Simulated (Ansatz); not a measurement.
`[CH3][AlH][SH]` + `[SiH3]S` → `[SiH3][S][AlH][SH]` + CH₄ at 400 K and 1 bar (ligand exchange at the Al–C bond).

Computed with Ansatz on PBE0-D4/def2-TZVP structures; ΔE is electronic, products minus reactants. CCSD(T)/CBS adds triple-zeta CCSD(T) − MP2 to the extrapolated MP2 energy (def2 sets, frozen cores). This one scheme is used for every species. Each species was taken in one conformer, which may not be the lowest.

```tsv
species	CCSD(T)/CBS energy (Eh)	H − E (kJ/mol)	S (J/(mol·K))
`[CH3][AlH][SH]`	-680.89694	163.7	347.3
`[SiH3]S`	-689.27336	109.8	293.0
`[SiH3][S][AlH][SH]`	-1329.75661	151.8	411.2
CH₄	-40.46206	131.3	197.2
```

H − E and S are ideal-gas, rigid-rotor, harmonic terms from PBE0-D4/def2-TZVP, for one conformer and one mirror image of each species. 1 Eh = 2625.50 kJ/mol, R = 8.31446 J/(mol·K).

Question: By hand: ΔE, ΔH, ΔS and ΔG.

Answer: ΔE = (-1329.75661) + (-40.46206) − (-680.89694) − (-689.27336) = -0.04837 Eh = -127.0 kJ/mol. Δ(H − E) = 151.8 + 131.3 − 163.7 − 109.8 = 9.6, so ΔH = -117.4 kJ/mol. ΔS = 411.2 + 197.2 − 347.3 − 293.0 = -31.9 J/(mol·K). ΔG = -117.4 − 400 × (-31.9)/1000 = -104.6 kJ/mol.

Question: By hand: the equilibrium constant, and the temperature at which ΔG would vanish if ΔH and ΔS stayed fixed.

Answer: log₁₀ K = −ΔG/(RT ln 10) = 13.7. ΔG = 0 at ΔH/ΔS = 3680 K, far beyond where these terms or the molecules hold.

ΔH outweighs TΔS. A doubt of 5 kJ/mol in ΔE shifts log₁₀ K by 0.7 here. Other conformers and mirror images would add mixing entropy, several J/(mol·K) or more a flexible species. Modes under 60 cm⁻¹, often nearly free rotors, make the harmonic entropy too high. These are equilibria of isolated gas molecules and say nothing of rates. Largest T1 diagnostic: 0.012 (customary marks: 0.02 for closed shells, 0.045 for open ones).
